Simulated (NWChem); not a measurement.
Molecule: GaSiH5; SMILES [SiH3][GaH2]

Computed with NWChem. Medium grid unless said otherwise, to which SCAN and Minnesota functionals are sensitive. All runs use the structure optimised with PBE0/def2-SVP. Total energies of different functionals are on different scales.

```tsv
level	energy (Ha)	highest occupied level (eV)	orbital gap (eV)	dipole (D)
B3LYP/def2-SVP	-2217.0574	-7.43	5.06	0.16
PBE/def2-SVP	-2216.5215	-6.57	3.65	0.15
CAM-B3LYP/def2-SVP	-2217.0968	-8.87	7.68	0.20
PW91/def2-SVP	-2217.1069	-6.61	3.62	0.14
r2SCAN/def2-SVP	-2216.9426	-6.85	4.16	0.18
RPBE/def2-SVP	-2216.8750	-6.54	3.70	0.16
KT2/def2-SVP	-2227.6647	-6.62	3.62	0.15
M06/def2-SVP	-2216.9162	-7.51	5.22	0.21
```
